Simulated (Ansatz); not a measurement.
C₁₂H₁₂Sn (`c1cc[c]([SnH2][c]2ccccc2)cc1`), relaxed with RKS PBE0-D4/def2-TZVP in Ansatz 0.2.0 from a PBE-D4/def2-SVP geometry. The force threshold is 0.005 eV/Å; the program also tests the step.

The species carries charge 0 and has multiplicity 1. Sn takes the def2 core potential.

Start:

```xyz
25

C    -3.308    0.758   -2.310
C    -2.503   -0.370   -2.538
C    -1.146   -0.350   -2.177
C    -0.575    0.797   -1.585
Sn    1.492    0.797   -0.962
C     1.586   -0.258    0.925
C     0.398   -0.753    1.501
C     0.430   -1.443    2.725
C     1.652   -1.644    3.387
C     2.841   -1.155    2.822
C     2.808   -0.466    1.598
C    -1.395    1.923   -1.360
C    -2.752    1.905   -1.721
H    -4.372    0.744   -2.594
H    -2.934   -1.272   -3.001
H    -0.531   -1.246   -2.365
H     2.028    2.434   -0.776
H     2.475   -0.013   -2.136
H    -0.569   -0.604    0.991
H    -0.506   -1.826    3.163
H     1.678   -2.184    4.346
H     3.802   -1.310    3.337
H     3.754   -0.091    1.172
H    -0.975    2.834   -0.901
H    -3.379    2.793   -1.541
```

**Question.** By how much does the energy fall, and how many steps does the optimiser take? (Estimate.)

**Answer.** Computed: 16.35 kJ/mol, in 42 steps, 5 of them rejected.

**Question.** Which bonds change most? (Best estimate.)

**Answer.** The calculation gave: Sn5–C6 from 2.164 to 2.132 Å; C4–Sn5 from 2.159 to 2.132 Å; Sn5–H18 from 1.733 to 1.712 Å; Sn5–H17 from 1.733 to 1.712 Å.

**Question.** Give the relaxed structure. (Best estimate.)

**Answer.** Ansatz gave: 
```xyz
25

C    -3.168    0.579   -2.519
C    -2.419   -0.507   -2.090
C    -1.160   -0.310   -1.543
C    -0.630    0.973   -1.417
Sn    1.302    1.256   -0.562
C     1.500   -0.135    1.041
C     0.397   -0.453    1.832
C     0.510   -1.361    2.875
C     1.730   -1.965    3.141
C     2.834   -1.661    2.359
C     2.718   -0.753    1.316
C    -1.394    2.055   -1.848
C    -2.654    1.861   -2.397
H    -4.152    0.426   -2.947
H    -2.818   -1.512   -2.181
H    -0.592   -1.172   -1.205
H     1.411    2.879   -0.029
H     2.559    0.954   -1.685
H    -0.568    0.004    1.633
H    -0.358   -1.598    3.481
H     1.819   -2.675    3.955
H     3.789   -2.134    2.560
H     3.592   -0.532    0.710
H    -1.011    3.066   -1.753
H    -3.237    2.714   -2.727
```
